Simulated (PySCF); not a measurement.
Compound: CH9FGe2N2.
Cartesian coordinates in Å at the PBE0-D3(BJ)/def2-SVP level; atoms count from 1:
```xyz
15
CH9FGe2N2 angstrom
C     -2.3061    0.4136   -0.2912
N     -0.9361    0.1215    0.0446
Ge    -0.0479   -1.3930   -0.4365
N      1.6995   -0.8141   -0.4544
Ge     2.0863    0.9507   -0.3160
F      1.4247    1.5604    1.2006
H     -2.4752    1.5027   -0.3383
H     -2.5443    0.0129   -1.2900
H     -3.0526   -0.0055    0.4121
H     -0.5996    0.5736    0.8911
H     -0.5905   -1.7772   -1.8276
H     -0.1140   -2.6128    0.5163
H      2.3956   -1.4398   -0.0595
H      3.6078    1.1137   -0.1829
H      1.4362    1.7921   -1.4133
```

Method: TDDFT B3LYP/def2-SVPD, vertical, gas phase, core orbitals frozen in the response (PySCF 2.14.0, density-fitted response routines). The B3LYP/def2-SVPD calculation is non-relativistic and has no spin–orbit coupling, an omission that weighs most on germanium.

Ground-to-excited transition dipoles (e·a0, same axes as the geometry; the sign carries no meaning), for the states with f of 0.002 or more among the lowest 7:

| state | E (eV) | μx | μy | μz |
| --- | --- | --- | --- | --- |
| S1 | 5.466 | 0.274 | -0.086 | -0.095 |
| S2 | 5.758 | -0.321 | 0.135 | -0.030 |
| S3 | 5.919 | 0.314 | -0.141 | -0.104 |
| S4 | 6.217 | -0.067 | -0.461 | 0.225 |
| S5 | 6.319 | 0.031 | -0.045 | 0.287 |
| S6 | 6.453 | 0.143 | -0.222 | 0.040 |
| S7 | 6.627 | 0.151 | -0.015 | 0.052 |

Problem. Work out the oscillator strengths.

Solution. f = (2/3) ΔE |μ|² with ΔE in hartree (27.2114 eV).

```json
{"state": "S1", "|μ|² (au)": "0.092", "|μ| (D)": "0.77", "f": "0.012"}
{"state": "S2", "|μ|² (au)": "0.122", "|μ| (D)": "0.89", "f": "0.017"}
{"state": "S3", "|μ|² (au)": "0.129", "|μ| (D)": "0.91", "f": "0.019"}
{"state": "S4", "|μ|² (au)": "0.268", "|μ| (D)": "1.32", "f": "0.041"}
{"state": "S5", "|μ|² (au)": "0.086", "|μ| (D)": "0.74", "f": "0.013"}
{"state": "S6", "|μ|² (au)": "0.072", "|μ| (D)": "0.68", "f": "0.011"}
{"state": "S7", "|μ|² (au)": "0.026", "|μ| (D)": "0.41", "f": "0.004"}
```

Problem. Which bond between heavy atoms lies closest to the direction of the S4 transition dipole?

Solution. N4–Ge5, at 30° from it; next N2–Ge3 at 56°.

Problem. What angle do the transition dipoles of S3 and S4 make?

Solution. |cos θ| = |μa·μb| / (|μa| |μb|) = 0.11, so θ ≈ 84° (taken between 0 and 90°, since the signs are arbitrary).

Problem. How is the summed strength of these states shared among x, y and z?

Solution. (2/3) Σ ΔE μα² gives 0.047 for x, 0.047 for y and 0.024 for z, 0.118 in all.

All these states lie below the vertical ionisation energy of 8.62 eV (ΔSCF).

Hardware: one thread, Arm Neoverse V1, on a shared host. Cost: 2.3 min of wall time.

One conformer stands for the species.
